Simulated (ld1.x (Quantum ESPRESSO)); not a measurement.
u(r) = r·R(r): atom against pseudo-atom (phosphorus)

Columns: radius, all-electron u(r) and pseudo u(r) of the 3p shell (level -5.51 eV) of phosphorus in the configuration [Ne] 3s2 3p3; PBE, scalar-relativistic, PAW scheme, ld1.x (Quantum ESPRESSO) 7.5.

| r (bohr) | all-electron | pseudo |
| --- | --- | --- |
| 0.088 | 0.1102 | -0.0053 |
| 0.175 | 0.2380 | -0.0208 |
| 0.262 | 0.2941 | -0.0457 |
| 0.350 | 0.2814 | -0.0796 |
| 0.438 | 0.2205 | -0.1206 |
| 0.525 | 0.1332 | -0.1668 |
| 0.612 | 0.0335 | -0.2167 |
| 0.700 | -0.0699 | -0.2694 |
| 0.788 | -0.1697 | -0.3226 |
| 0.875 | -0.2611 | -0.3743 |
| 0.962 | -0.3432 | -0.4239 |
| 1.050 | -0.4164 | -0.4709 |
| 1.138 | -0.4796 | -0.5141 |
| 1.225 | -0.5325 | -0.5524 |
| 1.312 | -0.5762 | -0.5862 |
| 1.400 | -0.6115 | -0.6155 |
| 1.487 | -0.6384 | -0.6394 |
| 1.575 | -0.6581 | -0.6582 |
| 1.662 | -0.6710 | -0.6710 |
| 1.750 | -0.6783 | -0.6783 |
| 1.838 | -0.6804 | -0.6804 |
| 1.925 | -0.6783 | -0.6783 |
| 2.012 | -0.6725 | -0.6725 |
| 2.100 | -0.6635 | -0.6635 |
| 2.188 | -0.6519 | -0.6519 |
| 2.275 | -0.6385 | -0.6385 |

(1) How many radial nodes do the two functions have?

(2) At about which radius was the pseudo-wave matched?

(3) Is the pseudo-wave norm-conserving?

## Answers

(1) The all-electron 3p function has n − l − 1 = 1; the pseudo-wave has 0, since the states of the same l below it are removed with the core.

(2) 1.65 bohr, where the columns begin to agree (steps of 0.09 bohr).

(3) No, it belongs to a PAW set: the norm inside the radius is not constrained, and the difference is carried by the augmentation charge.
